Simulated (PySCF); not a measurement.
Electron correlation in Ne⁺ (neon, charge +1)

[He] 2s2 2p5, 2P determinant. All numbers are calculated (PySCF 2.14, no relativity, point nucleus, in def2-SVP (3s2p1d, 14 functions)). Frozen: 1s2; 7 electrons correlated.

MP2 pair energies summed by pair of shells (mhartree):

```tsv
pair	energy	share (%)
2p-2p	-84.95	65.3
2s-2p	-38.21	29.4
2s-2s	-6.91	5.3
```

Total MP2 correlation energy: -130.06 mhartree.

Same-spin part -32.95 and opposite-spin part -97.11 mhartree; SCS-MP2 scales them by 1/3 and 6/5 to -127.52 mhartree.

```csv
level,correlation energy (mhartree)
CCSD,-140.70
(T),-1.06
CCSD(T),-141.76
```

Diagnostics: T1 = 0.0037, D1 = 0.0059, largest double amplitude 0.038.

Cost of the coupled-cluster step: 0.06 s of wall time on 1 thread of Neoverse-V2 (shared host), for 7 correlated electrons.

Iterations:

```
CC2 = 0
CCSD nocc = (np.int64(4), np.int64(3)), nmo = (13, 13)
frozen orbitals [[0], [0]]
max_cycle = 100
direct = 0
conv_tol = 1e-08
conv_tol_normt = 1e-06
diis_space = 8
diis_start_cycle = 0
Init t2, MP2 energy = -0.130061589889774
Init E_corr(UCCSD) = -0.130061589891555
cycle = 1  E_corr(UCCSD) = -0.13862768828322  dE = -0.00856609839  norm(t1,t2) = 0.0187841
cycle = 2  E_corr(UCCSD) = -0.1402108457288  dE = -0.00158315745  norm(t1,t2) = 0.00444524
cycle = 3  E_corr(UCCSD) = -0.140711991610816  dE = -0.000501145882  norm(t1,t2) = 0.00178809
cycle = 4  E_corr(UCCSD) = -0.140701159551723  dE = 1.08320591e-05  norm(t1,t2) = 0.000409898
cycle = 5  E_corr(UCCSD) = -0.140697814171543  dE = 3.34538018e-06  norm(t1,t2) = 5.8651e-05
cycle = 6  E_corr(UCCSD) = -0.14069879948386  dE = -9.85312317e-07  norm(t1,t2) = 1.15401e-05
cycle = 7  E_corr(UCCSD) = -0.140698774039635  dE = 2.54442246e-08  norm(t1,t2) = 1.62043e-06
cycle = 8  E_corr(UCCSD) = -0.140698781423585  dE = -7.38395006e-09  norm(t1,t2) = 2.28325e-07
UCCSD converged
E(UCCSD) = -127.7889865576944  E_corr = -0.140698781423585
UCCSD(T) correction = -0.00105585901734291
```
